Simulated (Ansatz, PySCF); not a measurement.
Spin states of HOTa (SMILES [OH][Ta]), each relaxed with B3LYP-D3(BJ)/def2-TZVP.
State 1 (charge 0, multiplicity 3):
```xyz
3

Ta    -0.978    -0.823    -0.871
O      0.177     0.155     0.149
H      0.768     0.715     0.652
```
State 2 (charge 0, multiplicity 5):
```xyz
3

Ta    -0.974    -0.695    -0.905
O      0.314    -0.084     0.375
H      0.627     0.827     0.460
```

Singlets are restricted, other states unrestricted; no spin–orbit coupling, no relativity up to Kr; see below for the cores. The largest T1 diagnostic is 0.055.

Codes used: Ansatz (Gaussian orbitals); PySCF for the dispersion terms. Values without a source in brackets are computed. In def2 rows elements past Kr take small-core potentials, without spin–orbit coupling.

```
level                  energy of the multiplicity-5 state less that of the multiplicity-3 state (kJ/mol)
---------------------  ---------------------------------------------------------------------------------
PBE/def2-TZVPP                                                                                      23.1
PBE-D3(BJ)/def2-TZVPP                                                                               23.1
BLYP/def2-TZVPP                                                                               (withheld)
B97M-V/def2-TZVPP                                                                             (withheld)
B3LYP/def2-TZVPP                                                                                    49.1
B3LYP-D4/def2-TZVPP                                                                                 49.1
PBE0/def2-TZVPP                                                                                     18.2
PBE0-D4/def2-TZVPP                                                                                  18.3
BHLYP/def2-TZVPP                                                                                    48.8
```

Question: Some entries are withheld; supply them.

Answer: 
- BLYP/def2-TZVPP, energy of the multiplicity-5 state less that of the multiplicity-3 state (kJ/mol): 53.6
- B97M-V/def2-TZVPP, energy of the multiplicity-5 state less that of the multiplicity-3 state (kJ/mol): 21.0

Doubts at one or more of the structures used: a spin-contaminated determinant (PBE/def2-TZVPP, PBE-D3(BJ)/def2-TZVPP, B97M-V/def2-TZVPP, PBE0/def2-TZVPP, PBE0-D4/def2-TZVPP, BHLYP/def2-TZVPP).

Ansatz is a quantum-chemistry and plane-wave program.
